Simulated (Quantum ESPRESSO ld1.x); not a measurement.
Problem. These are the eigenvalues of the occupied orbitals of an atom or ion with whole-number occupations (hartree). All-electron calculation, scalar-relativistic Kohn-Sham, LDA (Slater exchange, Perdew-Wang correlation), spin-polarised, spherical densities, point nucleus. Program: ld1.x of Quantum ESPRESSO 7.5.

| orbital | eigenvalue |
|---|---|
| 1s up | -301.1606 |
| 1s down | -301.1600 |
| 2s up | -36.0243 |
| 2s down | -35.9811 |
| 2p up | -31.0335 |
| 2p down | -31.0002 |
| 3s up | -4.0967 |
| 3s down | -4.0162 |
| 3p up | -2.6537 |
| 3p down | -2.5753 |
| 3d up | -0.3671 |
| 3d down | -0.2979 |
| 4s up | -0.2214 |
| 4s down | -0.2088 |

Which element is it, and in what charge state? The configuration may be excited. Open shells, if any, are filled with parallel spins first.

Solution. Z = 28, nickel, charge 0: Ni in [Ar] 3d8 4s2. The list shows which subshells hold electrons but not how many an open one holds; the 1s level, -301.16 hartree, gives Z - s = 24.5 by -(Z - s)^2/2, which with screening and relativity narrows Z to a few neighbours, and the depths of the outer levels then fix element, charge and occupations together.
